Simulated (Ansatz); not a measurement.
Computed with Ansatz on PBE0-D4/def2-TZVP structures; ΔE is electronic, products minus reactants. CBS: MP2 limit from def2 TZ/QZ plus the TZ coupled-cluster correction, frozen cores. DFT in def2-TZVPP. Elements past krypton have def2 core potentials. For I outer-core shells are correlated without core-valence functions, which leaves a few kJ/mol of doubt a bond. One conformer a species, not always the lowest.

Consider the redistribution: `[SiH3]CI` + `Cl[SiH2]C1BN1` → `[SiH3]C1BN1` + `Cl[SiH2]CI`.

```json
{"level": "PBE0-D4", "ΔE (kcal/mol)": "0.9", "difference from CCSD(T)/CBS": "-0.2"}
{"level": "ωB97M-V", "ΔE (kcal/mol)": "1.0", "difference from CCSD(T)/CBS": "-0.1"}
{"level": "r2SCAN", "ΔE (kcal/mol)": "1.1", "difference from CCSD(T)/CBS": "0.0"}
{"level": "PBE0", "ΔE (kcal/mol)": "1.2", "difference from CCSD(T)/CBS": "0.1"}
{"level": "SCS-MP2/def2-TZVPP", "ΔE (kcal/mol)": "1.2", "difference from CCSD(T)/CBS": "0.1"}
{"level": "CCSD/def2-TZVPP", "ΔE (kcal/mol)": "1.3", "difference from CCSD(T)/CBS": "0.2"}
{"level": "MP2/def2-QZVPP", "ΔE (kcal/mol)": "1.0", "difference from CCSD(T)/CBS": "-0.1"}
{"level": "SCS-MP2/def2-QZVPP", "ΔE (kcal/mol)": "1.1", "difference from CCSD(T)/CBS": "0.0"}
{"level": "HF/CBS(def2)", "ΔE (kcal/mol)": "2.0", "difference from CCSD(T)/CBS": "0.9"}
{"level": "MP2/CBS(def2)", "ΔE (kcal/mol)": "0.9", "difference from CCSD(T)/CBS": "-0.2"}
{"level": "CCSD(T)/CBS", "ΔE (kcal/mol)": "1.1", "difference from CCSD(T)/CBS": "0"}
```

Largest T1 diagnostic among the species: 0.014.

In def2-TZVPP, CCSD(T) changes the Hartree–Fock value by −0.8 kcal/mol (the triples alone add −0.1 kcal/mol) and MP2 by −0.9 kcal/mol.
